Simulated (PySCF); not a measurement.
Species: CH8NTl.
Bonds: C1–Tl2, Tl2–N3. Hydrogens: H4, H5, H6 on C1; H7, H8 on Tl2; H9, H10, H11 on N3.

Method: PBE0-D3(BJ)/def2-SVP geometry optimisation, gas phase, def2 core potentials past Kr in PySCF; density fitting, grid level 1; the optimiser is geomeTRIC in internal coordinates, started from a GFN2-xTB structure with every atom displaced at random (about 0.01 Å).

Step 1: E = -7345.3722 eV
```
atom  x, y, z in Å  |  force x, y, z in eV/Å
C1     -1.7739   -0.2884   -0.0647   -0.232  -0.385   0.021
Tl2    -0.1432    1.1588    0.2726    0.215   0.408   0.080
N3      1.6820   -0.5479   -0.1528    0.006  -0.158  -0.466
H4     -2.7279    0.2460   -0.1830    0.013   0.057   0.022
H5     -1.8758   -0.9823    0.7899    0.044   0.121  -0.165
H6     -1.6090   -0.8700   -0.9878    0.038   0.056   0.097
H7      0.3964    1.4944    1.9323   -0.055  -0.043  -0.169
H8      0.3387    2.2737   -1.0165   -0.047  -0.106   0.106
H9      1.6147   -0.9575   -1.0921    0.007   0.161   0.302
H10     2.6499   -0.2554   -0.0217   -0.068   0.031   0.058
H11     1.4856   -1.2931    0.5086    0.080  -0.143   0.113
```

Step 2: E = -7345.3841 eV
```
atom  x, y, z in Å  |  force x, y, z in eV/Å
C1     -1.7890   -0.2919   -0.0651   -0.029  -0.042   0.000
Tl2    -0.1398    1.1716    0.2749   -0.041   0.042  -0.006
N3      1.6896   -0.5549   -0.1539   -0.054  -0.134  -0.032
H4     -2.7399    0.2496   -0.1801    0.025   0.030   0.010
H5     -1.8872   -0.9843    0.7838    0.029   0.022  -0.010
H6     -1.6182   -0.8690   -0.9864    0.033   0.024   0.008
H7      0.3974    1.5005    1.9155   -0.003  -0.016   0.031
H8      0.3377    2.2724   -1.0044   -0.005  -0.005  -0.042
H9      1.6239   -0.9568   -1.0891   -0.004   0.034   0.037
H10     2.6524   -0.2511   -0.0198   -0.011   0.056   0.024
H11     1.5107   -1.3079    0.5096    0.059  -0.011  -0.021
```

Q: Estimate the geometry and energy of step 3. (The exact step hangs on the optimiser's Hessian estimate; all steps are aligned on step 2, rigid shifts and turns removed.)

A: E = -7345.3872 eV, largest force 0.131 eV/Å
```
atom  x, y, z in Å  |  force x, y, z in eV/Å
C1     -1.7882   -0.2894   -0.0641   -0.018   0.015  -0.018
Tl2    -0.1451    1.1748    0.2750    0.005   0.026   0.000
N3      1.6864   -0.5627   -0.1539   -0.042  -0.071   0.102
H4     -2.7367    0.2561   -0.1780    0.009  -0.005   0.001
H5     -1.8808   -0.9804    0.7843    0.005  -0.014   0.026
H6     -1.6093   -0.8623   -0.9854    0.006   0.005  -0.014
H7      0.3883    1.4978    1.9171    0.007  -0.003   0.033
H8      0.3312    2.2687   -1.0104    0.004  -0.003  -0.035
H9      1.6237   -0.9586   -1.0893    0.000  -0.008  -0.054
H10     2.6441   -0.2440   -0.0176   -0.007   0.052  -0.003
H11     1.5239   -1.3218    0.5074    0.031   0.006  -0.037
```

The energy changes by -0.0030 eV. The first-order estimate −F·Δx gives -0.0043 eV and the mean of the old and new forces, exact on a quadratic surface, -0.0031 eV. The step makes an angle of 51° with the force vector and moves no atom by more than 0.019 Å.

What follows is the cost of the whole optimisation. The run took 32 s of wall time on one thread of an Arm Neoverse V2, shared host with 32 logical CPUs at a one-minute load of 23, and the process peaked at 0.40 GiB of memory.
